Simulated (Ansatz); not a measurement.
The same path of CH8OSi2 + FH (14 atoms, charge 0, multiplicity 1) was run twice with different band settings. Lost on the way: Si1–C2, H7–F8. Made: Si1–F8, C2–H7.

Theory: Ansatz 0.2.0, RKS B3LYP/def2-SVP.

Relaxed end points:

```xyz
14
Properties=species:S:1:pos:R:3
Si 0.340 0.242 0.232
C 0.937 -1.252 1.177
O -0.732 -0.208 -0.954
Si -1.595 0.064 -2.343
H 1.465 1.006 -0.376
H -0.386 1.167 1.175
H 0.745 1.660 2.473
F 1.618 1.555 2.780
H 0.088 -1.839 1.564
H 1.553 -1.911 0.545
H 1.544 -0.908 2.029
H -0.775 0.833 -3.326
H -2.833 0.838 -2.037
H -1.971 -1.247 -2.938
```

```xyz
14
Properties=species:S:1:pos:R:3
Si -0.042 2.296 0.135
C 1.226 -2.064 1.428
O -0.973 1.410 -0.880
Si -1.374 0.065 -1.778
H 1.243 2.657 -0.511
H -0.807 3.479 0.588
H 0.935 -1.008 1.512
F 0.315 1.407 1.452
H 0.330 -2.686 1.287
H 1.901 -2.197 0.569
H 1.744 -2.375 2.347
H -0.162 -0.481 -2.453
H -2.372 0.475 -2.803
H -1.963 -0.976 -0.892
```

Common settings: movable images 7; climbing image yes; spring 5.0 eV/Å²; optimiser quadratic models (default); force threshold 0.05 eV/Å; iteration limit 60; end points relaxed.

| run | start path |
| --- | --- |
| 1 | through a guess of the saddle point |
| 2 | straight line |

(1) What does each run give, and how far can it be trusted?

Answers

(1) Run 1: converged after 35 iterations, highest image 1.508 eV above the first end. Neighbouring images differ by up to 2.2 eV, so the band resolves the path poorly. A vibrational analysis at the climbing image gives one clearly imaginary mode, 980i cm⁻¹: a first-order saddle point.
Run 2: converged after 42 iterations, highest image 1.507 eV above the first end. Neighbouring images differ by up to 2.4 eV, so the band resolves the path poorly. Another band between the same ends (7 images) ends at a top of the same energy, where a vibrational analysis finds 1 clearly imaginary mode.
The orbitals stay closed-shell, which can raise the energy where a bond breaks towards radicals; this wasn't checked here.
